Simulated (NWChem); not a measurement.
Molecule: AlO, doublet; SMILES [O]=[Al]

All runs: NWChem. Spin-unrestricted. Geometry: optimised at PBE0/def2-SVP, spin-unrestricted. No stability test was run on the SCF state.

Taking TPSS/cc-pVQZ as the yardstick, which of these has the fewest basis functions while keeping “dipole (D)” within 0.2 D of it: TPSS/aug-cc-pVDZ; TPSS/cc-pVDZ; TPSS/aug-cc-pVTZ; TPSS/cc-pVTZ?

TPSS/aug-cc-pVDZ.
```json
[
 {"level": "TPSS/cc-pVDZ", "basis functions": "32", "dipole (D)": "3.68", "relative time (rough)": "1"},
 {"level": "TPSS/aug-cc-pVDZ", "basis functions": "50", "dipole (D)": "4.20", "relative time (rough)": "1"},
 {"level": "TPSS/cc-pVTZ", "basis functions": "64", "dipole (D)": "3.94", "relative time (rough)": "2"},
 {"level": "TPSS/aug-cc-pVTZ", "basis functions": "96", "dipole (D)": "4.19", "relative time (rough)": "4"},
 {"level": "TPSS/cc-pVQZ", "basis functions": "114", "dipole (D)": "4.10", "relative time (rough)": "9"}
]
```

The yardstick is one finite set, not the basis-set limit.
